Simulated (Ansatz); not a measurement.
`F[SiH]1CC1` + H₂ → `C1C[SiH2]1` + H–F  (hydrogenolysis of the Si–F bond)

Isolated molecules relaxed with PBE0-D4/def2-TZVP in Ansatz; ΔE leaves out vibrations. CCSD(T)/CBS is the MP2 limit (def2-TZVPP, def2-QZVPP) plus CCSD(T) − MP2 in def2-TZVPP, frozen cores. This one scheme is used for every species. Functionals use def2-TZVPP. B3LYP here is the variant with VWN-RPA as its local correlation; programs differ in this.

`F[SiH]1CC1`:

Cartesian coordinates in Å:
```
F 1.635 0.405 -1.630
Si 0.850 -0.406 -0.501
C -0.931 -0.120 -0.263
C 0.013 0.499 0.837
H 1.492 -1.718 -0.314
H -1.449 0.606 -0.882
H -1.585 -0.923 0.065
H 0.042 1.585 0.856
H -0.067 0.073 1.832
```

H₂:

Z-matrix (Å, degrees):
```
H
H 1 0.746
```

`C1C[SiH2]1`:

```xyz
9

C     0.052   -0.959    0.069
C    -0.179    0.328    0.887
Si    0.122    0.603   -0.915
H    -0.802   -1.618   -0.043
H     0.972   -1.498    0.271
H    -1.179    0.473    1.284
H     0.595    0.592    1.600
H     1.433    1.121   -1.359
H    -1.013    0.958   -1.793
```

H–F:

Z-matrix (Å, degrees):
```
F
H 1 0.920
```

| level | ΔE (kJ/mol) |
| --- | --- |
| r2SCAN-D4 | 109.2 |
| B3LYP-D4 | 105.7 |
| CCSD/def2-SVP | 84.0 |
| CCSD(T)/def2-TZVPP | 99.1 |

Task: What does CCSD(T)/CBS give? (Best estimate.)

Result: Ansatz gave: +101.0 kJ/mol. The listed levels differ from it by 8.2, 4.7, -17.0, -1.9 kJ/mol.

Largest T1 diagnostic among the species: 0.011.

In def2-TZVPP, CCSD(T) changes the Hartree–Fock value by −7.0 kJ/mol (the triples alone add +0.1 kJ/mol) and MP2 by −3.1 kJ/mol. Leaving LDA and LC-ωPBE aside and taking each functional with its dispersion term where it has one, the values, not all of them listed here, spread over 15.5 kJ/mol, from HSE06-D4 to B97M-V.
